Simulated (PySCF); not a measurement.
These are TPSSh-D3(BJ)/def2-TZVP // TPSS-D3(BJ)/def2-SVP (PySCF 2.14.0) values and carry that method's errors. Isolated molecules, 0 K electronic values unless said otherwise. One relaxed conformer stands for a flexible species; it need not be the lowest. 

Reference species: [Ti(OH)4] (neutral, multiplicity 1).

```json
{
  "mean_distance_from_the_central_atom_to_its_bonded_neighbours": "1.808 Å",
  "charge on the central atom (Mulliken)": "1.51 e"
}
```

Changed species: [Ti(OH)(NH2)3] (3 of 4 OH replaced by NH2; the reference has 0 of 4 OH replaced by NH2).

Problem. Predict the effect on the mean distance from the central atom to its bonded neighbours and charge on the central atom (Mulliken).

Solution. the mean distance from the central atom to its bonded neighbours increases by 0.069 Å, to 1.877 Å; the charge on the central atom (Mulliken) rises by 0.03 e, to 1.54 e.
